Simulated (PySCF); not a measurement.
# ECD: `FCC[C@]12CC[C@H]1C2`, C7H11F

Geometry (Å), atoms numbered from 1 in this order:
```xyz
19

F    -2.1396    1.8097   -0.5271
C    -2.3495    0.5232   -0.0910
C    -1.2874   -0.4133   -0.6597
C     0.0502   -0.1869   -0.0163
C     0.9212    1.0471   -0.2447
C     2.1750    0.1481   -0.2035
C     1.2804   -1.0601    0.0382
C     0.4614   -0.8293    1.2740
H    -2.3106    0.5521    1.0028
H    -3.3542    0.2438   -0.4257
H    -1.6096   -1.4426   -0.4909
H    -1.2182   -0.2461   -1.7378
H     0.7567    1.5138   -1.2127
H     0.8515    1.8096    0.5302
H     2.7009    0.1101   -1.1548
H     2.8894    0.3637    0.5911
H     1.4520   -2.0448   -0.3648
H    -0.1407   -1.6622    1.6083
H     0.8613   -0.2266    2.0770
```

Theory: TDDFT PBE0/def2-SVPD circular dichroism and optical rotation, one conformer, gas phase (PySCF 2.14.0). Geometry: GFN2-xTB.

The molecule is flexible and this is one conformer; a measurement averages over conformers. States above about 7.3 eV (minus the energy of the highest occupied orbital) lie near or above the ionisation threshold and depend on the basis.

(1) Assign R or S to each stereocentre.

(2) Which excitations and rotatory strengths does the calculation give?

Results:

(1) C4 R, C7 S.

(2) Rotatory strengths R in 10⁻⁴⁰ esu² cm², velocity form and length form (origin at the centre of mass); f in length form.
| state | E (eV) | λ (nm) | f | R (velocity) | R (length) | main |
| --- | --- | --- | --- | --- | --- | --- |
| 1 | 7.01 | 177 | 0.025 | +18.3 | +18.5 | HOMO→LUMO 0.95 |
| 2 | 7.32 | 169 | 0.010 | +10.4 | +9.8 | HOMO→LUMO+1 0.93 |
| 3 | 7.62 | 163 | 0.013 | +7.3 | +7.5 | HOMO−1→LUMO 0.68, HOMO→LUMO+2 0.27 |
| 4 | 7.64 | 162 | 0.017 | -50.2 | -49.9 | HOMO→LUMO+2 0.69, HOMO−1→LUMO 0.25 |
| 5 | 7.79 | 159 | 0.020 | +20.9 | +18.7 | HOMO→LUMO+3 0.97 |
| 6 | 7.98 | 155 | 0.006 | +1.3 | +0.9 | HOMO−1→LUMO+1 0.93 |
| 7 | 8.14 | 152 | 0.010 | +5.0 | +6.2 | HOMO→LUMO+4 0.85 |
| 8 | 8.22 | 151 | 0.027 | +1.1 | +1.2 | HOMO−1→LUMO+2 0.87 |
| 9 | 8.32 | 149 | 0.028 | +0.1 | -0.2 | HOMO→LUMO+6 0.78 |
| 10 | 8.35 | 149 | 0.020 | +7.0 | +7.4 | HOMO→LUMO+5 0.84 |
| 11 | 8.40 | 148 | 0.002 | -5.0 | -4.7 | HOMO−1→LUMO+3 0.93 |
| 12 | 8.55 | 145 | 0.024 | -25.7 | -25.9 | HOMO−2→LUMO 0.93 |
| 13 | 8.66 | 143 | 0.027 | +15.8 | +14.0 | HOMO→LUMO+7 0.83 |
| 14 | 8.76 | 142 | 0.015 | -25.3 | -25.3 | HOMO−1→LUMO+4 0.67, HOMO−1→LUMO+6 0.14 |
| 15 | 8.83 | 140 | 0.033 | -16.5 | -16.8 | HOMO→LUMO+8 0.90 |
| 16 | 8.86 | 140 | 0.023 | +32.9 | +32.8 | HOMO−2→LUMO+1 0.78, HOMO−3→LUMO 0.11 |

For state 9 the two forms differ in sign, so the sign of R isn't settled.

Among the states computed, the strongest CD band (largest |R|) is state 4. The largest dissymmetry factor in size, g = 4R/(D+G), with D and G the electric and magnetic dipole strengths, is -0.034 for state 4 (velocity form, f = 0.017), among bands with |R| over 0.5. The mirror image has the same energies and oscillator strengths and all R with the opposite sign.
